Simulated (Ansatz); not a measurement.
C3H7S, SMILES C[C](C)S, multiplicity 2.

The structure is a stationary point at B3LYP-D3(BJ)/def2-SVP. The isomer is the one that the SMILES or the coordinates give; other isomers of the formula were not compared. The values are those of a single conformer.

Two levels are set side by side: PBE/def2-SVPD (Ansatz, an electronic-structure program) and CAM-B3LYP/def2-SVPD (Ansatz). Energy differences of separate SCF runs at the same geometry; the states with an electron removed or added have multiplicity 1 and 1. Differences are taken from unrounded values.

```tsv
quantity	CAM-B3LYP	PBE	PBE minus CAM-B3LYP
vertical ionisation energy (eV)	7.04	6.76	-0.29
```
